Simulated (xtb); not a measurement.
CH₁₁NOSi₃, SMILES N[SiH2]OC([SiH3])[SiH3]. All values are semi-empirical tight-binding results from xtb (GFN2-xTB unless named), good for trends rather than for accurate numbers. The structure is a stationary point at GFN2-xTB. This is a generated structure with no PubChem entry under its InChIKey; it may be hypothetical. Other conformers were not sampled.

Optimised geometry:

Bond lengths (Å): N1–Si2 1.717, N1–H7 1.007, N1–H8 1.006, Si2–O3 1.622, Si2–H9 1.465, Si2–H10 1.464, O3–C4 1.431, C4–Si5 1.907, C4–Si6 1.907, C4–H11 1.097, Si5–H12 1.465, Si5–H13 1.465, Si5–H14 1.462, Si6–H15 1.465, Si6–H16 1.465, Si6–H17 1.462. Bond angles (°): Si2–N1–H7 118.2, Si2–N1–H8 118.1, H7–N1–H8 109.3, N1–Si2–O3 109.4, N1–Si2–H9 107.0, N1–Si2–H10 106.8, O3–Si2–H9 110.2, O3–Si2–H10 111.2, H9–Si2–H10 112.1, Si2–O3–C4 128.3, O3–C4–Si5 107.9, O3–C4–Si6 104.3, O3–C4–H11 108.8, Si5–C4–Si6 117.2, Si5–C4–H11 108.8, Si6–C4–H11 109.4, C4–Si5–H12 109.3, C4–Si5–H13 108.0, C4–Si5–H14 109.1, H12–Si5–H13 109.9, H12–Si5–H14 109.6, H13–Si5–H14 110.9, C4–Si6–H15 108.7, C4–Si6–H16 109.2, C4–Si6–H17 108.6, H15–Si6–H16 110.1, H15–Si6–H17 109.5, H16–Si6–H17 110.8.
Charge 0, spin multiplicity 1.

The orbital gap comes out as 4.73 eV and the dipole moment comes out as 1.01 D. The zero-point energy is 69.1 kcal/mol and the G − E(el) at 298.15 K (modified RRHO) is 45.5 kcal/mol. The static polarisability (D4 model) comes out as 115.0 bohr³. The solvation energy, GFN2-xTB/ALPB(water) comes out as -1.4 kcal/mol and the solvation energy, GFN2-xTB/ALPB(ether) is -6.0 kcal/mol.

Computed atomic charges and the Wiberg bond orders between heavy atoms:
charges (e) N1 -0.43, Si2 0.54, O3 -0.41, C4 -0.09, Si5 0.45, Si6 0.45, H7 0.15, H8 0.15, H9 -0.10, H10 -0.10, H11 -0.02, H12 -0.09, H13 -0.11, H14 -0.09, H15 -0.09, H16 -0.11, H17 -0.09. Bond orders N1–Si2 1.09, Si2–O3 1.15, O3–C4 0.96, C4–Si5 0.88, C4–Si6 0.87.
